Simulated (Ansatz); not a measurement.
Reaction (atomization): `[F][Sn]([F])([F])[SH]` → 3 F• + H• + S• + Sn•

Computed with Ansatz on PBE0-D4/def2-TZVP structures; ΔE is electronic, products minus reactants. CBS: MP2 limit from def2 TZ/QZ plus the TZ coupled-cluster correction, frozen cores. This one scheme is used for every species, atoms too. Functionals use def2-TZVPP. HSE06 is defined as in plane-wave codes. No spin–orbit coupling; open shells (•) take unrestricted orbitals. Spin–orbit coupling would lower the free atoms: a little for F, S; strongly for Sn. Elements past krypton have def2 core potentials. For Sn outer-core shells are correlated without core-valence functions, so the limit isn't a true one: a few kJ/mol of doubt a bond, and 10 to 20 or more in all where bonds break to atoms. One conformer a species, not always the lowest.

```tsv
level	ΔE (eV)	difference from CCSD(T)/CBS
PBE0-D4	19.63	-0.73
r2SCAN0-D4	19.18	-1.18
ωB97M-V	19.99	-0.37
PBE	20.45	0.09
r2SCAN0	19.14	-1.22
HSE06	19.51	-0.85
MP2/def2-SVP	18.91	-1.45
CCSD/def2-SVP	17.62	-2.74
HF/def2-TZVPP	12.97	-7.39
MP2/def2-TZVPP	20.21	-0.15
SCS-MP2/def2-TZVPP	19.68	-0.68
CCSD/def2-TZVPP	18.80	-1.56
MP2/def2-QZVPP	20.86	0.50
SCS-MP2/def2-QZVPP	20.36	0.00
HF/CBS(def2)	13.17	-7.19
MP2/CBS(def2)	21.23	0.87
CCSD(T)/CBS	20.36	0
```

Largest T1 diagnostic among the species: 0.015.

From PBE to PBE0 (25 % exact exchange), in def2-TZVPP and without D4, ΔE moves by −0.95 eV: exact exchange takes away binding that semilocal exchange gives to molecules. The D4 term adds +0.24 eV with B3LYP and +0.12 eV with PBE0; it sums over pairs of atoms, weighted by their polarisabilities, and B3LYP, whose exchange is more repulsive, gets the larger term.

B3LYP here is the variant with VWN-RPA as its local correlation; programs differ in this.

For atomizations the MP2-based limit and the directly extrapolated one differ by several kJ/mol either way, and by 10 to 25 for some Ge, Se and Sn compounds, so smaller differences from it don't rank the levels.
